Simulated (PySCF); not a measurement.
Calculated NMR data

PySCF 2.14.0 with density-fitted response routines calculation with shieldings: GIAO PBE0/pcSseg-1 and geometry from GFN2-xTB; in vacuum, a single conformation, relativity neglected, fast rotation and ring inversion assumed for equivalent nuclei.

Referencing at the same level of theory: TMS for ¹H and ¹³C. Splittings of carbon signals by F and P are missing where no couplings were computed. Where no couplings were computed, multiplicities follow the n + 1 count of equivalent neighbours, and m marks all less simple cases (inequivalent or close neighbours, rings, F or P nearby). Shifts are as computed. Against solution values, carbons near 30 ppm lie about +3 ppm off and those near 130 ppm about +5 ppm; carbons on Cl a further +6 ppm. Of 1309 compounds with measured shifts, 239 miss one by over three times the rms of a fit or turn the order of signals round; such compounds aren't used in these exercises. Carbons bonded to Cl come out too deshielded.

Compound 1 (C$_{7}$H$_{10}$F$_{2}$O$_{2}$). ¹H NMR (600 MHz, computed): δ 5.57 (m, 1H), 5.06 (m, 1H), 4.40 (m, 1H), 3.79 (s, 3H), 2.65 (m, 1H), 2.32 (m, 1H), 2.30 (m, 1H), 2.19 (m, 1H). ¹³C{¹H} NMR (computed): δ 209.0 (C), 100.0 (CH), 93.9 (CH), 88.5 (CH), 62.3 (CH3), 39.1 (CH2), 32.4 (CH2). Structure: `CO[C@@H]1[C@@H](F)CCC(=O)[C@@H]1F`.

Compound 2 (C$_{7}$H$_{11}$ClSi). ¹H NMR (600 MHz, computed): δ 4.59 (m, 1H), 3.17 (m, 1H), 2.38 (m, 1H), 1.99 (m, 1H), 1.93 (m, 1H), 1.92 (d, 1H), 1.91 (m, 1H), 1.58 (m, 1H), 1.11 (m, 1H), 1.02 (m, 1H), 0.63 (m, 1H). ¹³C{¹H} NMR (computed): δ 105.2, 86.3, 48.8, 40.1, 32.5, 26.7, 16.3. Structure: SMILES C#C[Si@@H]1CCCC[C@@H]1Cl.

Compound 3 (C$_{5}$H$_{7}$F$_{3}$O). ¹H NMR (600 MHz, computed): δ 6.57 (m, 1H), 4.58 (m, 1H), 3.81 (m, 1H), 1.55 (m, 1H), 1.31 (d, 3H). ¹³C{¹H} NMR (computed): δ 126.2 (CH), 79.3 (CH), 61.5 (CH), 23.6 (CH), 10.7 (CH3). Structure: SMILES C[C@@H]1[C@@H](F)[C@@H]1OC(F)F.
